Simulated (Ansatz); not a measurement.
A further run on the cluster GeSe₂⁺ (the lowest doublet isomer of a short search).

```yaml
crystal:
  periodic: [false, false, false]
  atoms:
    - {symbol: Ge, position_ang: [-0.724066, 1.149451, -0.445733]}
    - {symbol: Se, position_ang: [1.322087, -0.141142, -0.219312]}
    - {symbol: Se, position_ang: [-0.598021, -1.008309, 0.665035]}
basis:
  gaussian: {orbitals: x2c-TZVPPall}
total_charge: 1
magnetization: {spin_polarized: true, initial_magnetization: 1}
hamiltonian: {xc: {name: HF}}
scf: {omitted_lower_state_checks: [starts]}
output: {forces: true}
```

```sh
$ ansatz run in.yaml --threads 4 --pin off --events-out ev --progress --plain --max-ram 3916MiB
```

Output, abridged:

```
Functional definition: HF
977 factors; integrals over basis functions are off by at most 1.2e-3 eV
mean field evaluation 1: about -189201.9514 eV, gradient 1.2e1 eV
mean field evaluation 2: about -189202.1303 eV, gradient 1.2e1 eV
mean field evaluation 4: about -189203.2506 eV, gradient 1.9e0 eV
mean field evaluation 8: about -189203.3045 eV, gradient 3.6e-1 eV
mean field evaluation 16: about -189203.3088 eV, gradient 1.7e-5 eV
mean field -189203.30879578 eV, -6953.0933516359 hartree, gradient 1.7e-5 eV, S^2 0.816773; 0 other end points of the search recorded, 0 dependent functions left out
reference -189203.30879578 eV, -6953.0933516359 hartree; 50, 49 occupied and 94, 95 virtual orbitals, 977 factors
Total energy: -189203.30879578 eV, -6953.0933516359 hartree
Relativity: scalar
Atom 0 at    -0.724066     1.149451    -0.445733 Å, force     0.017580    -0.028686     0.011233 eV/Å
Atom 1 at     1.322087    -0.141142    -0.219312 Å, force    -0.274018    -0.105880     0.116772 eV/Å
Atom 2 at    -0.598021    -1.008309     0.665035 Å, force     0.256438     0.134566    -0.128005 eV/Å
Dipole moment:    -0.249234     0.395411    -0.153296 e Å
Checks for a lower state left out: starts
```

Hardware: 4 threads of Arm Neoverse V1 on a shared host. Wall time 4.7 s.

DK, ANO-RCC and x2c sets are all-electron and run with scalar relativity unless a key says otherwise.

The dipole of an ion depends on the origin.
